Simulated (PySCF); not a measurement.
Sulfur: a sound run and one with changed settings

Sound run: S⁺ [Ne] 3s2 3p3, S²⁺ [Ne] 3s2 3p2. Calculation: PySCF 2.14, in cc-pV(T+d)Z (5s4p3d1f, 39 functions); the non-relativistic Hamiltonian (point nucleus). In the sound run the correlated levels freeze [Ne]. The sound run starts from symmetry-adapted Hartree-Fock orbitals and uses a fine grid where one is needed.

Changed run: scalar relativity by spin-free X2C-1e. This setting is unsound on purpose.

```tsv
species	method	sound run (hartree)	changed run (hartree)	converged
S⁺	UHF	-397.17001	-398.13050	yes
S⁺	LDA	-396.34476	-397.30330	yes
S⁺	r2SCAN	-397.70850	-398.66811	yes
S⁺	MP2	-397.26014	-398.22063	yes
S⁺	CCSD(T)	-397.28341	-398.24382	yes
S²⁺	UHF	-396.33505	-397.29575	yes
S²⁺	LDA	-395.48483	-396.44368	yes
S²⁺	r2SCAN	-396.84408	-397.80396	yes
S²⁺	MP2	-396.40257	-397.36325	yes
S²⁺	CCSD(T)	-396.42693	-397.38750	yes
```

Ionisation energy of S⁺:

```
 method  sound run (eV)  changed run (eV)
    UHF          22.720            22.715
    LDA          23.400            23.391
 r2SCAN          23.522            23.515
    MP2          23.336            23.330
SCS-MP2          23.149            23.144
   CCSD          23.268            23.263
CCSD(T)          23.306            23.302
```

Most of the change in total energy is the relativistic energy itself. On top of that the contraction fixes the core shape for the Hamiltonian it was made with, so the changed run is not a good calculation with the other Hamiltonian either.

For comparison, NIST gives 23.338 eV between the lowest levels.
